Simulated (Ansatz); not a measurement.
`Cl[Si](Cl)(Br)Br` + H₂O → `O[Si](Cl)(Br)Br` + HCl  (formal hydrolysis of the Si–Cl bond)

Isolated molecules relaxed with PBE0-D4/def2-TZVP in Ansatz; ΔE leaves out vibrations. CCSD(T)/CBS is the MP2 limit (def2-TZVPP, def2-QZVPP) plus CCSD(T) − MP2 in def2-TZVPP, frozen cores. This one scheme is used for every species. Functionals use def2-TZVPP. B3LYP here is the variant with VWN-RPA as its local correlation; programs differ in this. For Br outer-core shells are correlated without core-valence functions, which leaves a few kJ/mol of doubt a bond. Scalar relativity is left out up to krypton. One conformer a species, not always the lowest.

```json
{"level": "PBE-D4", "ΔE (kcal/mol)": "-1.9", "difference from CCSD(T)/CBS": "1.2"}
{"level": "r2SCAN-D4", "ΔE (kcal/mol)": "-3.9", "difference from CCSD(T)/CBS": "-0.8"}
{"level": "B97M-V", "ΔE (kcal/mol)": "-4.2", "difference from CCSD(T)/CBS": "-1.1"}
{"level": "PBE0-D4", "ΔE (kcal/mol)": "-2.4", "difference from CCSD(T)/CBS": "0.7"}
{"level": "B3LYP-D4", "ΔE (kcal/mol)": "-3.8", "difference from CCSD(T)/CBS": "-0.7"}
{"level": "r2SCANh-D4", "ΔE (kcal/mol)": "-3.9", "difference from CCSD(T)/CBS": "-0.8"}
{"level": "ωB97M-V", "ΔE (kcal/mol)": "-3.8", "difference from CCSD(T)/CBS": "-0.7"}
{"level": "BLYP", "ΔE (kcal/mol)": "-4.6", "difference from CCSD(T)/CBS": "-1.5"}
{"level": "CCSD/def2-SVP", "ΔE (kcal/mol)": "-4.4", "difference from CCSD(T)/CBS": "-1.3"}
{"level": "CCSD(T)/def2-SVP", "ΔE (kcal/mol)": "-4.1", "difference from CCSD(T)/CBS": "-1.0"}
{"level": "HF/def2-TZVPP", "ΔE (kcal/mol)": "-7.0", "difference from CCSD(T)/CBS": "-3.9"}
{"level": "CCSD/def2-TZVPP", "ΔE (kcal/mol)": "-5.2", "difference from CCSD(T)/CBS": "-2.1"}
{"level": "CCSD(T)/def2-TZVPP", "ΔE (kcal/mol)": "-4.7", "difference from CCSD(T)/CBS": "-1.6"}
{"level": "MP2/def2-QZVPP", "ΔE (kcal/mol)": "-2.3", "difference from CCSD(T)/CBS": "0.8"}
{"level": "SCS-MP2/def2-QZVPP", "ΔE (kcal/mol)": "-3.4", "difference from CCSD(T)/CBS": "-0.3"}
{"level": "MP2/CBS(def2)", "ΔE (kcal/mol)": "-1.5", "difference from CCSD(T)/CBS": "1.6"}
{"level": "CCSD(T)/CBS", "ΔE (kcal/mol)": "-3.1", "difference from CCSD(T)/CBS": "0"}
```

Largest T1 diagnostic among the species: 0.008.

Leaving LDA and LC-ωPBE aside and taking each functional with its dispersion term where it has one, the values, not all of them listed here, spread over 3.9 kcal/mol, from CAM-B3LYP-D4 to revPBE-D4. LDA lies −1.4 kcal/mol from PBE without D4. In def2-TZVPP, CCSD(T) changes the Hartree–Fock value by +2.3 kcal/mol (the triples alone add +0.5 kcal/mol) and MP2 by +3.8 kcal/mol.
